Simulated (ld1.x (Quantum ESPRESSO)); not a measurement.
# S, ultrasoft: configuration errors across variants

ld1.x (Quantum ESPRESSO) 7.5 input, shortened:

```
&input
   title='S', zed=16., rel=0, dft='REVPBE', iswitch=3,
   config='[Ne] 3s2 3p2 3d-2'
 /
 &inputp
   pseudotype=3, tm=.true., lloc=-1, rcloc=1.10,
   nlcc=.true., rcore=1.05
 /
5
3S  1  0   2.00   0.00  1.20  1.45  0.0
3S  1  0   0.00  -1.35  1.20  1.45  0.0
3P  2  1   2.00   0.00  1.35  1.80  0.0
3P  2  1   0.00  -1.65  1.35  1.80  0.0
3D  3  2  -2.00   0.50  1.35  1.50  0.0
 &test
   configts(1)='3s2 3p2'
 /
```

All-electron excitation energies from the reference (eV): (1) 3s2 3p4 -34.031; (2) 3s2 3p3 -22.274; (3) 3s2 3p1 34.023; (4) 3s2 3p0 80.771; (5) 3s2 3p4.3 -35.733; (6) 3s1 3p5 -23.842; (7) 3s0 3p6 -13.545.

The overlap operator is not positive definite (basis up to 400 Ry) in “all radii but the core radius scaled by about 1.38 (s 2.00, p 2.48, d 2.06 bohr, rcut 1.64/1.86/1.86); local potential all-electron potential smoothed inside 1.52 bohr (lloc = -1)”, “wave 3d channel at 0.5 Ry: rcut 1.35, rcutus 1.50 bohr becomes 3d channel at 5.45 Ry: rcut 1.35, rcutus 1.50 bohr”. Such files are unfit for use, however small their errors in these radial tests.

1 further variants failed, have other tests or too few solved ones, and are left out.

Errors AE − PS in meV (a dash: test not solved or not reliable):

```tsv
change	(1)	(2)	(3)	(4)	(5)	(6)	(7)	bound ghosts
base	+8.2	+3.4	+7.8	+45	+9.1	+10	+9.7	none
waves 3p (bound): rcut 1.35, rcutus 1.82 bohr; 3p channel at -1.65 Ry: rcut 1.35, rcutus 1.82 bohr	+8.2	+3.4	+7.9	+45	+9.2	+10	+9.7	none
waves 3s (bound): rcut 1.18, rcutus 1.26 bohr; 3s channel at -1.35 Ry: rcut 1.18, rcutus 1.26 bohr	+8.2	+3.4	+7.8	+45	+9.1	+10	+9.7	none
local potential all-electron potential smoothed inside 1.14 bohr (lloc = -1)	+8.2	+3.4	+7.8	+45	+9.1	+10	+9.7	none
wave 3d channel at 0.5 Ry: rcut 1.35, rcutus 1.50 bohr becomes 3d channel at 0.5 Ry: rcut 1.35, rcutus 1.70 bohr	+8.2	+3.4	+7.8	+45	+9.1	+10	+9.7	none
all radii but the core radius scaled by about 1.38 (s 2.00, p 2.48, d 2.06 bohr, rcut 1.64/1.86/1.86); local potential all-electron potential smoothed inside 1.52 bohr (lloc = -1)	+19	+8.4	+16	+68	+21	+18	+9.7	not determined (overlap not positive)
wave 3d channel at 0.5 Ry: rcut 1.35, rcutus 1.50 bohr becomes 3d channel at 5.45 Ry: rcut 1.35, rcutus 1.50 bohr	+8.2	+3.4	+7.8	+45	+9.1	+10	+9.7	not determined (overlap not positive)
type TM semilocal; waves now 3s (bound): rc 1.45 bohr; 3p (bound): rc 1.80 bohr; 3d channel at 0.5 Ry: rc 1.50 bohr; local potential the d channel	+21	+7.8	+14	+68	+25	+19	+15	none
```

(1) Give the same row for: core correction a·sin(br)/r model core inside 1.72 bohr.

Answers

(1) +1.3, +1.3, +5.6, +37, +0.7, +13, +26; bound ghosts: none.
